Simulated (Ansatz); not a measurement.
The cluster B8H13⁻. The state is a singlet with charge -1. Geometry r2SCAN-D4/def2-SVPD; atoms count from 1.

```csv
atom,x (Å),y (Å),z (Å)
B1,1.570,0.052,-0.402
B2,-1.499,0.476,-0.892
B3,0.586,-0.563,1.035
B4,0.016,-0.383,-1.574
B5,0.722,-1.416,-0.430
B6,-0.881,-0.976,-0.070
B7,0.980,1.173,0.968
B8,-1.064,0.129,1.358
H9,-1.493,1.639,-0.558
H10,-0.035,-0.874,-2.678
H11,-1.504,-0.634,2.213
H12,2.758,-0.099,-0.569
H13,0.274,2.134,0.764
H14,1.216,-2.476,-0.693
H15,-1.598,-1.946,0.008
H16,0.998,-1.213,1.968
H17,1.922,1.422,1.697
H18,-0.352,0.830,-1.670
H19,-2.449,0.191,-1.595
H20,-1.496,1.234,1.533
H21,1.330,1.300,-0.413
```

Another isomer (singlet) lies 0.61 eV lower at PBE0-D4/def2-TZVPD; other spin states weren't run for this one.

Q: Estimate the Mulliken populations from the PBE0/def2-TZVPD orbitals of Ansatz.

A: 
```tsv
atom	charge (e)
B1	0.07
B2	-0.41
B3	0.30
B4	0.05
B5	0.11
B6	0.32
B7	-0.42
B8	-0.27
H9	-0.05
H10	-0.12
H11	-0.09
H12	-0.12
H13	-0.05
H14	-0.03
H15	-0.12
H16	-0.12
H17	-0.10
H18	0.12
H19	-0.10
H20	-0.11
H21	0.12
```
Mulliken values depend strongly on the basis. With diffuse functions, as here, like atoms can get unlike values, and bond orders can come out too low or too high.

Q: And the Mayer bond orders between heavy atoms (over 0.3)?

A: B1–B3 0.76 (1.85 Å); B1–B4 0.35 (1.99 Å); B1–B5 0.46 (1.70 Å); B1–B6 0.72 (2.68 Å); B1–B7 0.68 (1.87 Å); B2–B4 0.68 (1.87 Å); B2–B6 0.39 (1.78 Å); B2–B7 0.86 (3.18 Å); B2–B8 0.49 (2.32 Å); B3–B4 0.74 (2.68 Å); B3–B5 0.45 (1.70 Å); B3–B6 0.43 (1.88 Å); B3–B7 0.40 (1.78 Å); B3–B8 0.37 (1.82 Å); B4–B5 0.46 (1.70 Å); B4–B6 0.75 (1.85 Å); B5–B6 0.46 (1.70 Å); B6–B8 0.35 (1.82 Å); B7–B8 0.48 (2.33 Å).
